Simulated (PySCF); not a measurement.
How methods differ on the interval between two levels of Ru

Ru [Kr] 4d7 5s1 [5F5, M_J = 5] → Ru [Kr] 4d6 5s2 [5D4, M_J = 4], as a difference of total energies. Calculation: PySCF 2.14, in x2c-TZVPall-2c (8s9p7d1f, 77 functions); the two-component X2C-1e Hamiltonian. Correlated levels: [Ar] 3d10 frozen; the 6 highest virtual spinors dropped. "Screened" scales the spin-orbit matrix elements by Boettger's factors to mimic the two-electron term; Breit and QED terms are absent.

```
                    method  interval between two levels (cm⁻¹)
           GHF (spin-free)                              4983.8
          GMP2 (spin-free)                              5408.3
 GHF (screened spin-orbit)                              5309.9
GMP2 (screened spin-orbit)                              5736.2
```

The spin-free rows relax to the high-spin LS determinant and lack the spin-orbit shift.

Errors of the correlated levels include the incompleteness of this basis and the frozen core.

The labels give the starting determinants; with spin-orbit coupling the two ends relaxed to ⟨J²⟩ = 30.01, ⟨L²⟩ = 12.09, ⟨S²⟩ = 5.98 and ⟨J²⟩ = 20.05, ⟨L²⟩ = 6.10, ⟨S²⟩ = 5.99.

For comparison: 7483.1 cm⁻¹ (measured; NIST Handbook of Basic Atomic Spectroscopic Data (Sansonetti and Martin, J. Phys. Chem. Ref. Data 34, 1559 (2005))).
